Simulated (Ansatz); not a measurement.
`[AlH2][CH2]CI` + HI → `ICCI` + `[AlH3]`  (substitution at a C–Al bond)

Program: Ansatz. Geometries: PBE0-D4/def2-TZVP. ΔE: electronic, gas phase. CBS: MP2 limit from def2 TZ/QZ plus the TZ coupled-cluster correction, frozen cores. This one scheme is used for every species. Elements past krypton have def2 core potentials. For I outer-core shells are correlated without core-valence functions, which leaves a few kJ/mol of doubt a bond. Each species was taken in one conformer, which may not be the lowest.

`[AlH2][CH2]CI`:

Cartesian coordinates in Å:
```
Al -0.391 -0.676 1.611
C -0.411 -0.301 -0.325
C 0.611 0.702 -0.772
I 0.567 1.099 -2.910
H 0.647 0.064 2.558
H -1.428 -1.725 2.196
H -0.279 -1.258 -0.845
H -1.425 0.026 -0.585
H 0.472 1.686 -0.331
H 1.636 0.382 -0.597
```

HI:

Cartesian coordinates in Å:
```
I -0.184 0.783 0.023
H 0.184 -0.783 -0.023
```

`ICCI`:

Cartesian coordinates in Å:
```
I -0.525 -1.563 1.883
C 0.060 -0.745 -0.022
C -0.059 0.745 0.022
I 0.524 1.563 -1.883
H 1.080 -1.082 -0.186
H -0.605 -1.200 -0.752
H -1.080 1.082 0.186
H 0.605 1.200 0.752
```

`[AlH3]`:

```xyz
4

Al    0.000    0.000    0.000
H     0.052    0.204    1.572
H    -1.268   -0.675   -0.671
H     1.217    0.471   -0.901
```

```
        species  SCS-MP2/def2-TZVPP energy (Eh)
`[AlH2][CH2]CI`                      -618.70973
             HI                      -297.69398
         `ICCI`                      -672.64362
       `[AlH3]`                      -243.75032
```

**Question.** Work out ΔE.

**Answer.** ΔE = (-672.64362) + (-243.75032) − (-618.70973) − (-297.69398) = 0.00977 Eh = +0.27 eV. CCSD(T)/CBS gives +0.29 eV.

Largest T1 diagnostic among the species: 0.009.

The D4 term adds −0.04 eV with B3LYP and −0.02 eV with PBE0; it sums over pairs of atoms, weighted by their polarisabilities, and B3LYP, whose exchange is more repulsive, gets the larger term.

B3LYP here is the variant with VWN-RPA as its local correlation; programs differ in this.
